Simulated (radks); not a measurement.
The numbers below are computed, except where a source is named.
Question: These are the eigenvalues of the occupied orbitals of an atom or ion with whole-number occupations (eV). Code: a radial shooting solver on a logarithmic mesh with Libxc functionals. Model: Dirac Kohn-Sham, BLYP, spin-unpolarised, spherical densities, finite nucleus; Fermi nuclear charge, rms radius of each element as measured or else 0.836 A^(1/3) + 0.57 fm.

1s1/2: -30296.00
2s1/2: -4615.858
2p1/2: -4319.390
2p3/2: -4067.453
3s1/2: -911.3844
3p1/2: -790.1557
3p3/2: -743.6806
3d3/2: -529.4349
3d5/2: -519.7744
4s1/2: -156.8409
4p1/2: -115.8322
4p3/2: -107.2100
4d3/2: -42.4003
4d5/2: -41.1523
5s1/2: -20.4875
5p1/2: -12.3619
5p3/2: -11.6230

Which element is it, and in what charge state? The configuration may be excited.

Answer: Z = 51, antimony, charge +1: Sb+ in [Kr] 4d10 5s2 5p(1/2: 1, 3/2: 1). The list shows which subshells hold electrons but not how many an open one holds; the 1s level, -1113.4 hartree, gives Z - s = 47.2 by -(Z - s)^2/2, which with screening and relativity narrows Z to a few neighbours, and the depths of the outer levels then fix element, charge and occupations together.
